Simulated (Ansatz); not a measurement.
`O/C=[CH]\[AlH2]` and `O/C=C/[SiH2][SiH3]` differ in one atom or group (the configuration at the double bond changes too).

Ansatz, PBE0-D4/def2-TZVP geometries, multiplicity 1. Each molecule was computed in one conformer, which needn't be the lowest.

| property | `O/C=[CH]\[AlH2]` |
| --- | --- |
| size of the dipole moment (ωB97M-V/def2-TZVPP) / D | 0.42 |
| HOMO–LUMO gap (B3LYP/def2-TZVPP) / eV | 4.98 |
| HOMO energy (PBE0/def2-TZVPP) / eV | -7.08 |
| HOMO–LUMO gap (PBE/def2-TZVPP) / eV | 3.52 |
| LUMO energy (PBE0/def2-TZVPP) / eV | -1.67 |
| HOMO–LUMO gap (ωB97M-V/def2-TZVPP) / eV | 9.26 |

Problem. Give the same properties after the change, and the shifts. (Best estimate.)

Solution. Ansatz gave: 
```tsv
property	`O/C=C/[SiH2][SiH3]`	shift
size of the dipole moment (ωB97M-V/def2-TZVPP) / D	2.47	2.05
HOMO–LUMO gap (B3LYP/def2-TZVPP) / eV	6.34	1.36
HOMO energy (PBE0/def2-TZVPP) / eV	-6.84	0.24
HOMO–LUMO gap (PBE/def2-TZVPP) / eV	4.70	1.18
LUMO energy (PBE0/def2-TZVPP) / eV	-0.09	1.58
HOMO–LUMO gap (ωB97M-V/def2-TZVPP) / eV	10.80	1.54
```

With PBE0 the HOMO rises by 0.24 eV and the LUMO rises by 1.58 eV, so the gap widens by about 1.34 eV. PBE moves the HOMO by 0.24 eV and ωB97M-V by 0.31 eV. Dipoles are sizes alone; their direction can turn.

B3LYP here is the variant with VWN-RPA as its local correlation; programs differ in this.
